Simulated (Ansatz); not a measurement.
Consider the substitution at a C–Si bond: `C[SiH2]C(C)S` + H–F → `CC(F)S` + `C[SiH3]`.

Gas-phase electronic energies from Ansatz, PBE0-D4/def2-TZVP geometries. CBS: MP2 limit from def2 TZ/QZ plus the TZ coupled-cluster correction, frozen cores. This one scheme is used for every species. Functionals use def2-TZVPP. Each species was taken in one conformer, which may not be the lowest.

`C[SiH2]C(C)S`:

Z-matrix (Å, degrees):
```
C
Si 1 1.866
H 1 1.092 2 110.5
H 1 1.092 2 110.4 3 119.9
H 1 1.092 2 111.2 3 -119.7
C 2 1.888 1 111.7 3 -175.3
H 2 1.491 1 110.6 3 -55.2
H 2 1.493 1 110.2 3 64.1
S 6 1.825 2 109.8 1 64.0
C 6 1.523 2 112.9 1 -56.0
H 6 1.094 2 109.4 1 -177.6
H 9 1.343 6 97.6 2 52.5
H 10 1.093 6 110.3 2 -60.1
H 10 1.093 6 111.4 2 -179.8
H 10 1.093 6 111.4 2 59.9
```

H–F:

Z-matrix (Å, degrees):
```
F
H 1 0.920
```

`CC(F)S`:

Cartesian coordinates in Å:
```
C -0.373 0.488 0.704
C 0.599 0.045 -0.357
F 1.599 -0.700 0.241
S -0.154 -0.863 -1.717
H -1.140 1.131 0.273
H -0.856 -0.379 1.161
H 0.159 1.038 1.484
H 1.083 0.901 -0.837
H -0.917 -1.661 -0.952
```

`C[SiH3]`:

Z-matrix (Å, degrees):
```
C
Si 1 1.871
H 1 1.092 2 110.8
H 1 1.092 2 110.8 3 -120.0
H 1 1.092 2 110.8 3 120.0
H 2 1.488 1 110.7 3 -179.9
H 2 1.488 1 110.7 3 -59.9
H 2 1.488 1 110.7 3 60.1
```

```
 level  ΔE (kJ/mol)
r2SCAN         46.1
  PBE0         49.4
```

Question: What does CCSD(T)/CBS give? (Best estimate.)

Answer: Ansatz gave: +68.2 kJ/mol. The listed levels differ from it by -22.1, -18.8 kJ/mol.

Largest T1 diagnostic among the species: 0.011.

From PBE to PBE0 (25 % exact exchange), in def2-TZVPP and without D4, ΔE moves by +6.5 kJ/mol. In def2-TZVPP, CCSD(T) changes the Hartree–Fock value by +33.4 kJ/mol (the triples alone add +3.4 kJ/mol) and MP2 by +47.6 kJ/mol. The D4 term adds +17.9 kJ/mol with B3LYP and +10.2 kJ/mol with PBE0; it sums over pairs of atoms, weighted by their polarisabilities, and B3LYP, whose exchange is more repulsive, gets the larger term.

B3LYP here is the variant with VWN-RPA as its local correlation; programs differ in this.
